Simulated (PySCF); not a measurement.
A calculated (PBE0, PySCF 2.14, dyall-av2z, the non-relativistic Hamiltonian (point nucleus)) atom or ion has these occupied shells.

```
shell  electrons  orbital energy (eV)  rms radius, mean of both spins (bohr)
 1s α          1             -31764.0                                 0.0332
 1s β          1             -31763.9                                 0.0332
 2s α          1              -4827.4                                  0.134
 2s β          1              -4827.3                                  0.134
 2p α          3              -4535.0                                  0.116
 2p β          3              -4534.9                                  0.116
 3s α          1              -998.69                                  0.350
 3s β          1              -998.55                                  0.350
 3p α          3              -875.35                                  0.342
 3p β          3              -875.16                                  0.342
 3d α          5              -646.81                                  0.314
 3d β          5              -646.69                                  0.314
 4s α          1              -194.97                                  0.817
 4s β          1              -194.61                                  0.817
 4p α          3              -151.22                                  0.858
 4p β          3              -150.81                                  0.858
 4d α          5              -76.287                                  0.984
 4d β          5              -75.852                                  0.984
 5s α          1              -37.556                                   2.07
 5s β          1              -33.778                                   2.07
 5p α          3              -26.771                                   2.36
```

Q: Name the element and its charge.

A: I(2+) (iodine, charge +2), in [Kr] 4d10 5s2 5p3, high-spin 4S determinant.
